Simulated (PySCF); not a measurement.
FIn, charge +1, doublet, at a GFN2-xTB geometry (such geometries of metal compounds can be far from the true shape) (a state made from the parent by changing its charge; the spin is typed, not shown lowest) (all electrons, no relativity); PySCF with B3LYP5/STO-3G.

Here is a job for PySCF.
```python
from pyscf import gto, scf, dft

mol = gto.Mole()
mol.atom = '''
    In   -0.00000000   -0.00000000   -0.35495561
    F     0.00000000    0.00000000    1.93253608
'''
mol.basis = 'sto-3g'
mol.charge = 1
mol.spin = 1
mol.verbose = 4
mol.build()

mf = dft.UKS(mol)
mf.xc = 'b3lyp5'
mf.kernel()
```

It wrote (shortened):

```
PySCF version 2.14.0

[INPUT] verbose = 4
[INPUT] num. atoms = 2
[INPUT] num. electrons = 57
[INPUT] charge = 1
[INPUT] spin (= nelec alpha-beta = 2S) = 1
[INPUT] symmetry False subgroup None
[INPUT] Mole.unit = angstrom
[INPUT] Symbol           X                Y                Z      unit          X                Y                Z       unit  Magmom
[INPUT]  1 In     0.000000000000   0.000000000000  -0.354955610000 AA    0.000000000000   0.000000000000  -0.670768889278 Bohr   0.0
[INPUT]  2 F      0.000000000000   0.000000000000   1.932536080000 AA    0.000000000000   0.000000000000   3.651963917041 Bohr   0.0

nuclear repulsion = 102.018796848928
number of shells = 14
number of NR pGTOs = 96
number of NR cGTOs = 32
basis = sto-3g
ecp = {}

******** <class 'pyscf.dft.uks.UKS'> ********
method = UKS
initial guess = minao
damping factor = 0
level_shift factor = 0
DIIS = <class 'pyscf.scf.diis.CDIIS'>
diis_start_cycle = 1
diis_space = 8
diis_damp = 0
SCF conv_tol = 1e-09
SCF conv_tol_grad = None
SCF max_cycles = 50
direct_scf = True
direct_scf_tol = 1e-13
number electrons alpha = 29  beta = 28
XC library pyscf.dft.libxc version 7.1.2
    S. Lehtola, C. Steigemann, M. J. T. Oliveira, and M. A. L. Marques,  SoftwareX 7, 1–5 (2018)
XC functionals = b3lyp5
    P. A. M. Dirac,  Math. Proc. Cambridge Philos. Soc. 26, 376 (1930)
    F. Bloch,  Z. Phys. 57, 545 (1929)
    A. D. Becke,  Phys. Rev. A 38, 3098 (1988)
    C. Lee, W. Yang, and R. G. Parr,  Phys. Rev. B 37, 785 (1988)
    B. Miehlich, A. Savin, H. Stoll, and H. Preuss,  Chem. Phys. Lett. 157, 200 (1989)
    S. H. Vosko, L. Wilk, and M. Nusair,  Can. J. Phys. 58, 1200 (1980)
radial grids:
    Treutler-Ahlrichs [JCP 102, 346 (1995); DOI:10.1063/1.469408] (M4) radial grids

becke partition: Becke, JCP 88, 2547 (1988); DOI:10.1063/1.454033
pruning grids: <function nwchem_prune>
grids dens level: 3
symmetrized grids: False
atomic radii adjust function: <function treutler_atomic_radii_adjust>
small_rho_cutoff = 0
Set gradient conv threshold to 3.16228e-05
tot grids = 36136
init E= -5767.83299732229

cycle= 1 E= -5782.63907995708  delta_E= -14.8  |g|= 0.275  |ddm|= 1.31

cycle= 2 E= -5776.91988300078  delta_E= 5.72  |g|= 2.62  |ddm|=    3
cycle= 3 E= -5782.64345300601  delta_E= -5.72  |g|= 0.311  |ddm|= 2.66
cycle= 4 E= -5782.71673767042  delta_E= -0.0733  |g|= 0.0763  |ddm|= 0.333
cycle= 5 E= -5782.72311628114  delta_E= -0.00638  |g|= 0.0123  |ddm|= 0.172
cycle= 6 E= -5782.72335959535  delta_E= -0.000243  |g|= 0.0065  |ddm|= 0.0452
cycle= 7 E= -5782.72345030117  delta_E= -9.07e-05  |g|= 0.00136  |ddm|= 0.0319
cycle= 8 E= -5782.7234535384  delta_E= -3.24e-06  |g|= 5.67e-05  |ddm|= 0.00588
cycle= 9 E= -5782.72345354972  delta_E= -1.13e-08  |g|= 1.05e-05  |ddm|= 0.000465
cycle= 10 E= -5782.72345354989  delta_E= -1.69e-10  |g|= 3.53e-06  |ddm|= 4.14e-05
Extra cycle  E= -5782.72345354983  delta_E= 6.18e-11  |g|= 8.17e-06  |ddm|= 2.48e-05
converged SCF energy = -5782.72345354983  <S^2> = 0.77518456  2S+1 = 2.025028
```
